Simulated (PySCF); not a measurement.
## Bond length, frequency and bond energy of BiO⁺ by level of theory

State: ¹Σ⁺ (singlet), closed shell. Set-up: basis Bi def2-SVP with ECP60, O def2-SVP; scalar-relativistic core potentials; PySCF 2.14. De refers to Bi⁺ + O in their high-spin ground configurations, without counterpoise correction. A positive dipole points towards O; it is taken about the centre of mass and depends on that origin. Levels whose curve was spin-contaminated or gave no clean fit are not listed.

```json
{"Level": "RHF", "Re (Å)": "1.830", "ωe (cm⁻¹)": "989", "De (eV)": "n/a", "μ (D)": "-4.85", "CPU s a point (SCF and correlation, without the integrals)": "0.035"}
{"Level": "RHF-CCSD", "Re (Å)": "1.890", "ωe (cm⁻¹)": "849", "De (eV)": "n/a", "μ (D)": "n/a", "CPU s a point (SCF and correlation, without the integrals)": "n/a"}
{"Level": "LDA", "Re (Å)": "1.893", "ωe (cm⁻¹)": "829", "De (eV)": "n/a", "μ (D)": "-3.11", "CPU s a point (SCF and correlation, without the integrals)": "0.47"}
{"Level": "PBE", "Re (Å)": "1.912", "ωe (cm⁻¹)": "800", "De (eV)": "n/a", "μ (D)": "-3.20", "CPU s a point (SCF and correlation, without the integrals)": "0.77"}
{"Level": "r²SCAN", "Re (Å)": "1.892", "ωe (cm⁻¹)": "841", "De (eV)": "n/a", "μ (D)": "-3.48", "CPU s a point (SCF and correlation, without the integrals)": "1.6"}
{"Level": "r²SCANh", "Re (Å)": "1.882", "ωe (cm⁻¹)": "863", "De (eV)": "n/a", "μ (D)": "-3.63", "CPU s a point (SCF and correlation, without the integrals)": "0.89"}
{"Level": "B3LYP", "Re (Å)": "1.891", "ωe (cm⁻¹)": "845", "De (eV)": "n/a", "μ (D)": "-3.56", "CPU s a point (SCF and correlation, without the integrals)": "0.6"}
{"Level": "PBE0", "Re (Å)": "1.877", "ωe (cm⁻¹)": "871", "De (eV)": "n/a", "μ (D)": "-3.69", "CPU s a point (SCF and correlation, without the integrals)": "0.82"}
{"Level": "HSE06", "Re (Å)": "1.879", "ωe (cm⁻¹)": "866", "De (eV)": "n/a", "μ (D)": "-3.66", "CPU s a point (SCF and correlation, without the integrals)": "1"}
```

(1) What does a quarter of exact exchange do here, going from PBE to PBE0?

(2) What does the step from GGA to meta-GGA do here, going from PBE to r²SCAN?

(3) What does the gradient correction do here, going from LDA to PBE?

Correlated steps freeze 5 core orbitals. These are scalar-relativistic numbers at best; spin–orbit coupling would shift them, the dissociation energy most. The CCSD T1 diagnostic is raised, a sign that a single reference may not be enough here.

The whole job (state search and all levels along the bond) took about 1.9 min on 1 thread of Arm Neoverse V1 (shared host), peak memory 0.49 GiB.

Answers

(1) PBE0 less PBE: -3.5 pm in Re, +8.9 % in ωe. Exact exchange removes part of the self-interaction that spreads semilocal densities, and in most molecules shortens and stiffens the bond and lowers De; so it does here.

(2) r²SCAN less PBE: -2.0 pm in Re, +5.1 % in ωe. 

(3) PBE less LDA: +1.9 pm in Re, -3.5 % in ωe. The gradient correction favours the more uneven density of free atoms, so it tends to lengthen bonds and takes away much of the overbinding of LDA; so it does here.
